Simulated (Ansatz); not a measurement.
`CB(S)CF`, relaxed with RKS PBE-D4/def2-SVP in Ansatz from a rough embedded geometry. The force threshold is 0.03 eV/Å; the program also tests the step.

The species carries charge 0 and has multiplicity 1.

Start:

```xyz
11

C     1.370   -0.232    0.178
B    -0.111   -0.323   -0.160
S    -0.945   -2.004   -0.213
C    -0.990    0.978   -0.436
F    -0.906    1.824    0.610
H     1.585    0.382    1.114
H     1.817   -1.257    0.397
H     1.957    0.202   -0.627
H    -1.319   -1.873    1.192
H    -1.989    0.768   -0.708
H    -0.469    1.537   -1.347
```

Q: How much energy does the relaxation release, and in how many steps? (Estimate.)

A: The calculation gave: 124.48 kJ/mol, in 16 steps, 1 of them rejected.

Q: Which bonds change most? (Best estimate.)

A: The calculation gave: S3–H9 from 1.459 to 1.367 Å; B2–S3 from 1.877 to 1.803 Å; C4–H11 from 1.189 to 1.118 Å; C4–H10 from 1.057 to 1.117 Å.

Q: Give the relaxed structure. (An estimate is asked.)

A: The calculation gave: 
```xyz
11

C     1.506   -0.200    0.333
B    -0.021   -0.378    0.025
S    -0.717   -2.041   -0.005
C    -0.950    0.876   -0.265
F    -0.264    2.087   -0.178
H     1.621    0.467    1.216
H     2.070   -1.135    0.512
H     1.981    0.357   -0.503
H    -2.013   -1.723   -0.297
H    -1.812    0.899    0.446
H    -1.401    0.791   -1.284
```
